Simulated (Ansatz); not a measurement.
**Question.** Predict a relaxed structure of SiCl4, charge 0, singlet, at PBE-D4/def2-SVP (Ansatz).

**Answer.** 
Cartesian coordinates in Å:
```
Si 0.0000 0.0001 0.0008
Cl -1.6538 -1.2140 -0.0308
Cl -0.1790 1.3630 1.5243
Cl 0.1527 0.9914 -1.7892
Cl 1.6801 -1.1405 0.2949
```
Point group Td (tolerance 0.1 Å). This is one stationary point.
